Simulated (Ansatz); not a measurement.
The cluster Pd₂Se₃, relaxed as a singlet with RKS PBE-D4/def2-SVP in Ansatz, starting from the GFN2-xTB geometry. Force threshold 0.02 eV/Å.

In the def2 sets Pd takes a core potential; there is no spin–orbit coupling. The restricted singlet is unstable towards broken spin symmetry in Hartree–Fock (as tested in another run); at PBE-D4/def2-SVP this wasn't settled. The relaxation made no stability test and no search for a lower SCF solution. No other spin state of charge 0 was run. Another isomer (singlet) lies 0.21 eV lower at PBE0-D4/def2-TZVP; other spin states weren't run for this one.

Start:

Cartesian coordinates in Å:
```
Pd 1.630 -0.756 -0.131
Pd -0.814 0.494 0.870
Se 0.523 1.094 -1.030
Se 0.347 -1.343 1.709
Se -1.687 0.510 -1.418
```

```
step   energy (eV)  largest force component (eV/Å)  SCF passes
   1  -202960.4047                           0.886          54
   2  -202960.4781                           0.172          32
   3  -202960.4850                           0.064          32
   4  -202960.4880                           0.063          32
   5  -202960.4895                           0.032          32
   6  -202960.4895                           0.043          31
   7  -202960.4900                           0.006          29
```

Force components are those of the run's own axes.

End:

```xyz
5

Pd    1.6729   -0.7660   -0.1598
Pd   -0.8378    0.5612    0.9273
Se    0.5700    1.1305   -1.0406
Se    0.2867   -1.3532    1.6599
Se   -1.6918    0.4275   -1.3868
```

By distances, no bond broke or formed. The bond that changes most is Pd2–Se3, from 2.40 to 2.49 Å (atoms count from 1).

No frequencies were taken in this run, so the end may be a saddle point.

Run time 31 s (4 threads of Arm Neoverse N1 on a shared host).
